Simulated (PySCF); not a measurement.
Isomers of C6H13BNP, from PBE0-D3(BJ)/def2-SVP geometry optimisation, gas phase in PySCF 2.14.0. One conformer each, no zero-point energy, no frequencies.

**Question.** Which isomer lies lower at this level?
A. `[CH3:1][P+:2]([CH3:3])([BH2-:4][C:5]#[N:6])[CH:7]1[CH2:8][CH2:9]1` with C1–P2–B4–C5 56°, C1–P2–C7–C8 -45°: A = 1584, B = 1236, C = 889.2 MHz, dipole 7.59 D
B. `[CH3:1][C@@H:2]1[CH2:3][CH2:4][P@+:5]1([CH3:6])[BH2-:7][C:8]#[N:9]` with C4–P5–B7–C8 -38°, C1–C2–C3–C4 -101°, C2–C3–C4–P5 -16°, C3–C4–P5–C6 -91°, C1–C2–P5–C4 104°: A = 1725, B = 1192, C = 944.3 MHz, dipole 7.61 D

**Answer.** B. That is `C[C@@H]1CC[P@+]1(C)[BH2-]C#N`, 4.6 kcal/mol below the other.

```csv
SMILES,mapped SMILES,E (Eh),relative (kcal/mol),relative (kJ/mol),dipole (D)
C[C@@H]1CC[P@+]1(C)[BH2-]C#N,[CH3:1][C@@H:2]1[CH2:3][CH2:4][P@+:5]1([CH3:6])[BH2-:7][C:8]#[N:9],-656.59181,0.0,0.0,7.61
C[P+](C)([BH2-]C#N)C1CC1,[CH3:1][P+:2]([CH3:3])([BH2-:4][C:5]#[N:6])[CH:7]1[CH2:8][CH2:9]1,-656.58443,4.6,19.4,7.59
```

As drawn, the lower has a four-membered ring, which the higher lacks; the higher has a three-membered ring, which the lower lacks.
